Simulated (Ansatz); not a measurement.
Correlation energies of C$_{3}$H$_{11}$GeN (`CC[N](C)[GeH3]`) by basis set

| atom | x (Å) | y (Å) | z (Å) |
| --- | --- | --- | --- |
| C1 | 0.957 | -0.811 | 1.558 |
| C2 | -0.348 | -0.656 | 0.807 |
| N3 | -0.186 | -0.160 | -0.545 |
| C4 | -1.441 | -0.160 | -1.261 |
| Ge5 | 0.877 | 1.325 | -0.820 |
| H6 | 0.780 | -1.288 | 2.524 |
| H7 | 1.434 | 0.153 | 1.757 |
| H8 | 1.660 | -1.426 | 0.992 |
| H9 | -1.035 | -0.018 | 1.394 |
| H10 | -0.838 | -1.637 | 0.740 |
| H11 | -1.299 | 0.180 | -2.289 |
| H12 | -1.844 | -1.179 | -1.303 |
| H13 | -2.214 | 0.476 | -0.797 |
| H14 | 0.446 | 2.530 | 0.056 |
| H15 | 0.709 | 1.683 | -2.304 |
| H16 | 2.341 | 0.987 | -0.509 |

Charge 0, multiplicity 1. Correlated methods include outer-core shells of Ge, which these sets cover unevenly. Scalar relativity is left out up to krypton. The structure was optimised at the PBE0-D4/def2-TZVP level. It is one conformer, not always the lowest. Frozen core, restricted reference, the Gaussian-basis code of Ansatz.

| basis | HF (Eh) | MP2 corr. | CCSD corr. | (T) | CCSD(T) total |
| --- | --- | --- | --- | --- | --- |
| def2-SVP | ? | -0.84555 | -0.90558 | ? | ? |
| def2-TZVPP | ? | -1.01307 | – | – | – |
| def2-QZVPP | ? | -1.32464 | – | – | – |

(1) Fill in the withheld values. (Best estimate.)

## Answers

(1) Computed: def2-SVP HF (Eh): -2249.41655; def2-SVP (T): -0.02647; def2-SVP CCSD(T) total: -2250.34860; def2-TZVPP HF (Eh): -2249.87297; def2-QZVPP HF (Eh): -2249.92373.
